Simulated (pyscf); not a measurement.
## C₂H₂N (SMILES [C]1=CN1), doublet

Gas-phase minimum from PySCF at ωB97X-D3(BJ)/def2-SVP, one conformer. cyclic C₂H₂N (SMILES [C]1=CN1) [doublet] lies 75.7 kcal/mol over its isomer •H₂C–C≡N (electronic energy, ωB97M-D3(BJ)). 

```xyz
5

C      1.5971     0.4053     0.0306
C      0.3035    -0.0052    -0.1037
N      1.0197    -0.6583     0.8578
H     -0.6960    -0.0150    -0.5316
H      1.3339    -1.6314     0.9281
```
Charge 0, spin multiplicity 2.

Bonds (Å): C1–C2 1.364, C1–N3 1.466, C2–N3 1.365, C2–H4 1.087, N3–H5 1.025. Angles (°): C2–C1–N3 57.6, C1–C2–N3 65.0, C1–C2–H4 156.0, N3–C2–H4 139.0, C1–N3–C2 57.5, C1–N3–H5 127.4, C2–N3–H5 131.6.

Properties at ωB97X-D3(BJ)/def2-SVP:

| Property | Result |
|---|---|
| Harmonic wavenumbers, unscaled | 589, 700, 868, 960, 1023, 1336, 1586, 3328, 3480 cm⁻¹ |
| Zero-point energy | 19.8 kcal/mol |
| Rotational symmetry number | 1 |
| Entropy of this conformer at 298 K and 1 atm, rigid rotor and harmonic oscillator, modes under 100 cm⁻¹ raised to 100 | 251.0 J/(mol K) |
| Dipole moment | 3.37 D |
| Spin expectation value S2 | 0.755 |

Single-point totals, which compare only within one level (frozen core for MP2 and CC):

```
level                   total energy (hartree)
----------------------  ----------------------
ωB97X-D3(BJ)/def2-TZVP              -132.06834
PBE/def2-TZVP                       -131.85965
r²SCAN/def2-TZVP                    -131.94329
B3LYP-D3(BJ)/def2-TZVP              -132.02592
PBE0-D3(BJ)/def2-TZVP               -131.86438
M06-2X/def2-TZVP                    -131.96542
ωB97M-D3(BJ)/def2-TZVP              -132.06110
UHF/def2-TZVPP                      -131.21536
MP2/def2-TZVPP                      -131.69410
CCSD/def2-TZVPP                     -131.71367
CCSD(T)/def2-TZVPP                  -131.73897
```

The CCSD(T) − MP2 part came from Ansatz, without density fitting, on the same reference.
